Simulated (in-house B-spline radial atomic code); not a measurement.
Atomic self-consistent-field run: the copper ion Cu⁷⁺ (with a hole in an inner shell). Method: Dirac-Hartree-Fock, average of configuration, Fermi nucleus of rms radius 3.8823 fm. Calculated with an all-electron radial atomic-structure program (B-spline basis).

Command:
```bash
python run_scf.py task.json out
```
Settings (nuclear radius in fm, mass in u):
```
Z                29
configuration    1s1 2s2 2p6 3s2 3p6 3d5
hamiltonian      dirac
method           hf
spin_polarised   False
nucleus          fermi
rms_radius       3.8823
atomic_mass      62.9296
speed_of_light   137.035999084
```

Output (hartree, bohr):
```
 radial grid: 65 intervals, B-splines of order 8, outer radius 8.961 bohr

 iter        energy (Eh)    residual
    1      -1279.6294599    1.18e+00
    2      -1302.2651730    5.40e-01
    3      -1305.7576310    1.69e-01
    4      -1306.1812381    5.47e-02
    5      -1306.2238346    2.02e-02
    6      -1306.2309653    6.70e-04
    7      -1306.2309683    3.71e-05
    8      -1306.2309683    8.09e-06
    9      -1306.2309683    2.01e-07

 total energy                    -1306.230968
 kinetic                           1328.19537
 electron-nucleus                 -3107.76854
 electron-electron                  473.34221

 first-order corrections (not in the total)
   Gaunt                            0.31219
   retardation                     -0.04081
   frequency dependence            -0.00131
   self-energy                      0.28771
   Uehling                         -0.02555
   Wichmann-Kroll                   0.00019
   recoil                           0.00912

 orbital      occ     eigenvalue          <r>       <r^2>       <1/r>       r_max    small
 1s1/2      1.000     -352.79020    0.0517859  0.00362224     29.3709     0.03386  1.11e-02
 2s1/2      2.000      -50.29568     0.228114   0.0614839     6.62858      0.1924  2.25e-03
 2p1/2      2.000      -45.61896     0.196499   0.0473442     6.53843      0.1513  2.20e-03
 2p3/2      4.000      -44.75903     0.199741    0.048793     6.38993       0.154  2.16e-03
 3s1/2      2.000      -11.10850     0.656185    0.492638     2.17597      0.5832  5.40e-04
 3p1/2      2.000       -9.32883     0.660412     0.50672     2.07398      0.5735  5.00e-04
 3p3/2      4.000       -9.19760      0.66785    0.517933     2.04187      0.5802  4.92e-04
 3d3/2      2.000       -6.32540     0.668597    0.537733     1.85131      0.5182  4.16e-04
 3d5/2      3.000       -6.30577     0.671071    0.541535      1.8433      0.5202  4.14e-04
```

Run time, properties included: 0.93 s on 1 thread of Arm Neoverse V1, on a shared host.

For the Dirac Hamiltonian the kinetic term is c α·p + (β - 1)c².
